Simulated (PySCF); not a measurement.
## SMILES c12c(Br)ccc-1ccccc2, C10H7Br

Geometry:
```tsv
atom	x (Å)	y (Å)	z (Å)
Br1	-2.097	2.465	-0.593
C2	-1.519	0.712	-0.292
C3	-2.366	-0.399	-0.150
C4	-1.587	-1.541	0.063
C5	-0.231	-1.169	0.059
C6	0.847	-2.028	0.238
C7	2.214	-1.738	0.247
C8	2.842	-0.505	0.077
C9	2.291	0.760	-0.145
C10	0.947	1.115	-0.255
C11	-0.179	0.303	-0.173
H12	-3.454	-0.360	-0.200
H13	-1.959	-2.555	0.209
H14	0.580	-3.079	0.394
H15	2.878	-2.591	0.409
H16	3.936	-0.531	0.125
H17	3.007	1.580	-0.246
H18	0.737	2.175	-0.432
```

Computed, not measured: quadratic response CAM-B3LYP/aug-cc-pVDZ first hyperpolarisability, Taylor convention, gas phase in PySCF. Geometry: PBE0-D3(BJ)/def2-SVP.

The calculation is non-relativistic, which matters for the atoms heavier than Zn.

Question: Give the tensor of the second harmonic β(−2ω;ω,ω) at 1907 nm in the axes of these coordinates.

Answer: In au, Taylor convention; rows are the first index (the induced dipole):
```csv
,xx,yy,zz,xy,xz,yz
x,-612.3,-26.9,+5.5,+165.5,-51.8,+12.7
y,+152.0,+64.5,-5.6,-36.7,+13.8,-14.0
z,-49.6,-13.2,+3.8,+14.2,+5.0,-3.2
```
Norm of βᵢ = ⅓ Σⱼ (βᵢⱼⱼ + βⱼᵢⱼ + βⱼⱼᵢ): 680.5 au, hyper-Rayleigh value 282.1 au.
